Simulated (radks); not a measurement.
Values are calculated unless marked as measured or tabulated.
Question: The mean radii <r> (bohr) of the occupied orbitals of an atom or ion are listed with their occupations. Code: a radial shooting solver on a logarithmic mesh with Libxc functionals. Model: non-relativistic Kohn-Sham, Slater X-alpha with alpha = 0.667, spin-polarised, spherical densities, point nucleus.

| orbital | occ. | <r> |
|---|---|---|
| 1s down | 1 | 0.07031 |
| 1s up | 1 | 0.07031 |
| 2s up | 1 | 0.3288 |
| 2s down | 1 | 0.3285 |
| 2p up | 3 | 0.2916 |
| 2p down | 3 | 0.2913 |
| 3s up | 1 | 1.017 |
| 3s down | 1 | 1.017 |
| 3p up | 3 | 1.092 |
| 3p down | 3 | 1.093 |
| 3d up | 2 | 1.591 |
| 4s up | 1 | 3.486 |
| 4s down | 1 | 3.766 |

Name the element and its charge. Open shells, if any, are filled with parallel spins first.

Answer: Z = 22, titanium, charge 0: Ti in [Ar] 3d2 4s2. The 1s radius gives Z: for a bare nucleus <r> = 1.5/Z, 0.06818 bohr for Z = 22, and screening makes it slightly larger (0.07031 here). The occupations add up to 22, and the charge is Z minus that.
